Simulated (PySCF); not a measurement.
Correlation energy of Si (silicon, neutral)

[Ne] 3s2 3p1 4s1, high-spin 3P determinant (an excited configuration). Computed with PySCF 2.14 in aug-cc-pwCVTZ, with the non-relativistic Hamiltonian (point nucleus). Frozen: 1s2; 12 electrons correlated.

MP2 pair energies summed by pair of shells (mhartree):

| pair | energy | share (%) |
| --- | --- | --- |
| 2p-2p | -171.66 | 55.8 |
| 2s-2p | -45.32 | 14.7 |
| 3s-3s | -23.19 | 7.5 |
| 2p-3s | -21.43 | 7.0 |
| 3s-3p | -18.53 | 6.0 |
| 2s-2s | -8.31 | 2.7 |
| 3s-4s | -6.13 | 2.0 |
| 2p-3p | -5.94 | 1.9 |
| 2s-3s | -2.51 | 0.8 |
| 3p-4s | -2.48 | 0.8 |
| 2p-4s | -1.04 | 0.3 |
| 2s-3p | -0.86 | 0.3 |
| 2s-4s | -0.12 | 0.0 |

Total MP2 correlation energy: -307.52 mhartree.

Same-spin part -80.84 and opposite-spin part -226.68 mhartree; SCS-MP2 scales them by 1/3 and 6/5 to -298.96 mhartree.
